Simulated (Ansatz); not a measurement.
Pulling on the C2–H7 bond in C2H6Ge (SMILES C=[CH][GeH3]) (multiplicity 1 held, fragments rigid). Energies count from the point at 1.087 Å.
Geometry at that point (charge 0, multiplicity 1):
```xyz
9

Ge     0.6675    -0.2297    -0.1139
C     -1.0351     0.7164    -0.1529
C     -2.0617     0.4047     0.6306
H      0.9740    -0.8473    -1.4915
H      0.5865    -1.3438     0.9445
H      1.8143     0.7362     0.2397
H     -1.1413     1.5395    -0.8542
H     -3.0008     0.9473     0.5901
H     -2.0124    -0.4068     1.3489
```

Signs of static correlation in cc-pVTZ, with CASSCF(2,2), from Ansatz (a quantum-chemistry and plane-wave program) runs.

```csv
R (Å),T1 of restricted CCSD,largest double amplitude of restricted CCSD,CASSCF natural occupations
0.869,0.011,0.094,1.99 0.01
0.978,0.011,0.094,1.99 0.01
1.087,0.011,0.093,1.98 0.02
1.195,0.011,0.093,1.98 0.02
1.304,0.011,0.092,1.97 0.03
1.467,0.012,0.092,1.94 0.06
1.630,0.013,0.092,1.91 0.09
1.901,0.017,0.164,1.83 0.17
2.173,0.025,0.264,1.71 0.29
2.499,?,0.389,1.54 0.46
2.934,0.055,?,1.32 0.68
3.477,0.072,0.726,1.15 0.85
```

### Question
Some entries are withheld; supply them.

### Answer

- 2.499, T1 of restricted CCSD: 0.037
- 2.934, largest double amplitude of restricted CCSD: 0.555

Doubts at one or more of the structures used: a restricted determinant that unrestricted orbitals would lower (R-CCSD(T)/cc-pVTZ); other coupled-cluster roots lie near (R-CCSD(T)/cc-pVTZ); T1 above 0.05 (R-CCSD(T)/cc-pVTZ, U-CCSD(T)/cc-pVTZ); a spin-contaminated determinant (U-CCSD(T)/cc-pVTZ); the program's own flag: large difference (U-CCSD(T)/cc-pVTZ).
